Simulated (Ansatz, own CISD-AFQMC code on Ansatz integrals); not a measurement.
H3B3, SMILES `B=BB` (charge 0, multiplicity 1).

Cartesian coordinates (Å):
SMILES: B=BB
```xyz
6

B      1.8291    -0.0184     0.0031
B      0.2820    -0.0057     0.0025
B     -1.2856     0.0109    -0.0013
H      3.0064    -0.0278     0.0033
H     -1.9297    -0.7449     0.6740
H     -1.9021     0.7859    -0.6814
```
Charge 0, multiplicity 1.

Frozen-core energies in cc-pVTZ from Ansatz (an electronic-structure program) at a geometry from PBE0-D3(BJ)/def2-TZVP; the HF reference has <S^2> = 0.00 (restricted, and unstable towards unrestricted orbitals) and the T1 diagnostic is 0.021.

| level | energy (Ha) |
|---|---|
| HF | -75.66053 |
| MP2 | -75.92980 |
| CCSD | -75.97229 |
| CCSD(T) | -75.98622 |

Problem. Estimate the energies of CCSDT, phaseless AFQMC, CISD trial (own CISD-AFQMC code on Ansatz integrals; ±0.40 mHa) and CCSDT(Q), and give each level's difference from CCSDT(Q).

Solution. 
```
level                                                                             energy (Ha)  difference from CCSDT(Q) (mHa)
--------------------------------------------------------------------------------  -----------  ------------------------------
MP2                                                                                 -75.92980                           59.32
CCSD                                                                                -75.97229                           16.83
CCSD(T)                                                                             -75.98622                            2.90
CCSDT                                                                               -75.98810                            1.01
phaseless AFQMC, CISD trial (own CISD-AFQMC code on Ansatz integrals; ±0.40 mHa)    -75.98844                            0.68
CCSDT(Q)                                                                            -75.98912                            0.00
```
